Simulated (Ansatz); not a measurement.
CH9BOSi2, relaxed with RKS PBE-D4/def2-SVP in Ansatz 0.2.0 from a rough embedded geometry. The force threshold is 0.03 eV/Å; the program also tests the step.

Charge 0, multiplicity 1. The bonds changed during the relaxation, so this is another structure than the one it started from.

Start:

```xyz
14

B    -1.625   -0.898   -1.179
Si   -1.114   -0.559    0.662
O    -0.337   -1.941    1.360
Si    0.338    1.185    0.594
C     1.786    0.772   -0.390
H    -0.854   -1.243   -1.980
H    -2.788   -0.895   -1.477
H    -2.266   -0.244    1.439
H     0.448   -2.062    0.722
H     0.700    1.488    2.002
H    -0.426    2.362    0.073
H     2.466    1.644   -0.442
H     1.412    0.507   -1.408
H     2.259   -0.115    0.024
```

```json
{"step": "1", "energy (eV)": "-19640.5734", "largest force (eV/Å)": "1.929", "largest move (Å)": "0.000"}
{"step": "2", "energy (eV)": "-19640.9501", "largest force (eV/Å)": "1.334", "largest move (Å)": "0.193"}
{"step": "3", "energy (eV)": "-19641.0964", "largest force (eV/Å)": "0.518", "largest move (Å)": "0.121"}
{"step": "4", "energy (eV)": "-19641.1416", "largest force (eV/Å)": "0.385", "largest move (Å)": "0.200"}
{"step": "5", "energy (eV)": "-19641.1729", "largest force (eV/Å)": "0.214", "largest move (Å)": "0.077"}
{"step": "6", "energy (eV)": "-19641.1986", "largest force (eV/Å)": "0.102", "largest move (Å)": "0.200"}
{"step": "7", "energy (eV)": "-19641.2090", "largest force (eV/Å)": "0.317", "largest move (Å)": "0.195"}
{"step": "8", "energy (eV)": "-19641.2154", "largest force (eV/Å)": "0.124", "largest move (Å)": "0.048"}
{"step": "9 (rejected)", "energy (eV)": "-19641.2139", "largest force (eV/Å)": "0.236", "largest move (Å)": "0.080"}
{"step": "10", "energy (eV)": "-19641.2192", "largest force (eV/Å)": "0.054", "largest move (Å)": "0.039"}
{"step": "11", "energy (eV)": "-19641.2224", "largest force (eV/Å)": "0.089", "largest move (Å)": "0.100"}
{"step": "13", "energy (eV)": "-19641.2258", "largest force (eV/Å)": "0.042", "largest move (Å)": "0.058"}
{"step": "15", "energy (eV)": "-19641.2346", "largest force (eV/Å)": "0.240", "largest move (Å)": "0.192"}
{"step": "17", "energy (eV)": "-19641.3194", "largest force (eV/Å)": "0.710", "largest move (Å)": "0.195"}
{"step": "19", "energy (eV)": "-19641.6028", "largest force (eV/Å)": "0.967", "largest move (Å)": "0.198"}
{"step": "21", "energy (eV)": "-19641.7299", "largest force (eV/Å)": "0.367", "largest move (Å)": "0.094"}
{"step": "23", "energy (eV)": "-19641.7389", "largest force (eV/Å)": "0.206", "largest move (Å)": "0.105"}
{"step": "25", "energy (eV)": "-19641.7451", "largest force (eV/Å)": "0.083", "largest move (Å)": "0.092"}
{"step": "27", "energy (eV)": "-19641.7459", "largest force (eV/Å)": "0.020", "largest move (Å)": "0.019"}
{"step": "29", "energy (eV)": "-19641.7465", "largest force (eV/Å)": "0.034", "largest move (Å)": "0.041"}
{"step": "30", "energy (eV)": "-19641.7466", "largest force (eV/Å)": "0.020", "largest move (Å)": "0.023"}
```

End:

```xyz
14

B    -1.417   -0.299   -0.796
Si   -1.204   -1.178    0.872
O     0.052   -2.176    1.354
Si   -0.088    1.200   -0.197
C     1.725    0.657   -0.354
H    -0.924   -0.794   -1.797
H    -2.521    0.230   -0.836
H    -1.841   -0.819    2.186
H     0.582   -2.526    0.613
H    -0.282    1.725    1.214
H    -0.382    2.369   -1.107
H     2.423    1.483   -0.110
H     1.943    0.309   -1.385
H     1.933   -0.181    0.344
```

Hardware: 4 threads of an Arm Neoverse V1 on a shared host. Wall time 47 s, peak host memory 0.17 GiB.
